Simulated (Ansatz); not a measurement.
Al(F)(Cl)(vinyl) (C2H3AlClF), SMILES C=[CH][Al]([F])[Cl].

Geometry: PBE-D3(BJ)/def2-SVP. The structure was generated by enumeration; whether it is a known compound was not checked. One conformer was computed; it need not be the lowest.

Two levels are set side by side: PBE/def2-SVPD (Ansatz, a first-principles code) and PBE0/def2-SVPD (Ansatz). Energy differences of separate SCF runs at the same geometry; the states with an electron removed or added have multiplicity 2 and 2. Differences are taken from unrounded values.

```tsv
quantity	PBE0	PBE	PBE minus PBE0
vertical ionisation energy (eV)	10.75	10.57	-0.18
vertical singlet–triplet gap (eV)	3.86	4.03	0.17
```
